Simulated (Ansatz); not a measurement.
Conformers of CH₅BN₂O (`N=C(N)BO`), each relaxed with PBE0-D4/def2-TZVP in Ansatz. CBS adds the triple-zeta coupled-cluster correction to the MP2 limit.

Not all of them had a frequency check.

Conformer A:

Cartesian coordinates in Å:
```
N -0.914 -1.295 -0.829
C -0.181 -0.500 -0.148
N 0.020 -0.748 1.197
B 0.326 0.884 -0.715
O 0.423 1.962 0.088
H -1.011 -0.952 -1.782
H -0.303 -1.656 1.502
H 0.919 -0.492 1.573
H 0.578 1.024 -1.876
H 0.144 1.772 0.991
```

Conformer B:

```xyz
10

N    -1.172    1.022    0.985
C    -0.475    0.321    0.168
N    -0.876   -0.154   -1.050
B     1.004   -0.012    0.601
O     1.711   -0.832   -0.212
H    -2.122    1.180    0.635
H    -0.296   -0.827   -1.519
H    -1.847   -0.121   -1.313
H     1.471    0.433    1.607
H     2.602   -1.010    0.097
```

**Question.** Which is lowest in electronic energy at CCSD(T)/CBS (frozen core, def2 sets), and by how much? (Best estimate.)

**Answer.** The calculation gave: A; B lies 1.0 kJ/mol higher. Gaps under about 2 kJ/mol don't settle the order.

**Question.** Give the energies relative to A (kJ/mol) with PBE0-D4/def2-TZVPP, PBE/def2-TZVPP, MP2/def2-QZVPP, SCS-MP2/def2-QZVPP, CCSD/def2-QZVPP, CCSD(T)/def2-QZVPP, CCSD/CBS(def2). (Estimate.)

**Answer.** The calculation gave: 
```csv
level,B
PBE0-D4/def2-TZVPP,0.9
PBE/def2-TZVPP,1.8
MP2/def2-QZVPP,0.8
SCS-MP2/def2-QZVPP,0.6
CCSD/def2-QZVPP,0.7
CCSD(T)/def2-QZVPP,1.3
CCSD/CBS(def2),0.3
```
